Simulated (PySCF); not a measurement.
H₉Si₄, SMILES [Si]([SiH3])([SiH3])[SiH3], multiplicity 2.

Geometry optimised at r2SCAN-D4/def2-SVP. The isomer is the one that the SMILES or the coordinates give; other isomers of the formula were not compared.

These are TDA-CAM-B3LYP/def2-SVPD (PySCF) values and carry that method's errors.

Vertical excitations; the highest root listed may be one member of a degenerate set. The molecule is in vacuum.

| state | energy (eV) | λ (nm) | f | main pairs |
|---|---|---|---|---|
| root 1 | 3.46 | 358 | 0.002 | β HOMO→LUMO (degenerate set) |
| root 2 | 3.46 | 358 | 0.002 | β HOMO−1→LUMO (degenerate set) |
| root 3 | 4.46 | 278 | 0.001 | α HOMO→LUMO+1 (degenerate set) |
| root 4 | 4.46 | 278 | 0.001 | α HOMO→LUMO+2 (degenerate set) |
| root 5 | 4.69 | 265 | 0.000 | α HOMO→LUMO 70 %, α HOMO→LUMO+3 20 % |
| root 6 | 5.19 | 239 | 0.027 | α HOMO→LUMO+3 77 %, α HOMO→LUMO 18 % |
| root 7 | 5.26 | 236 | 0.056 | α HOMO→LUMO+4 (degenerate set) |
| root 8 | 5.26 | 236 | 0.056 | α HOMO→LUMO+5 (degenerate set) |
| root 9 | 6.08 | 204 | 0.000 | α HOMO−1→LUMO+1 19 %, α HOMO−2→LUMO+2 19 %, β HOMO→LUMO+1 22 %, β HOMO−1→LUMO+2 22 %, β HOMO−2→LUMO 5 % |
| root 10 | 6.21 | 200 | 0.000 | α HOMO−2→LUMO+1 15 %, α HOMO−1→LUMO+2 15 %, α HOMO−2→LUMO 11 %, β HOMO−1→LUMO+1 17 %, β HOMO→LUMO+2 17 %, β HOMO−1→LUMO+3 6 % |
Unrestricted roots are not spin-pure.
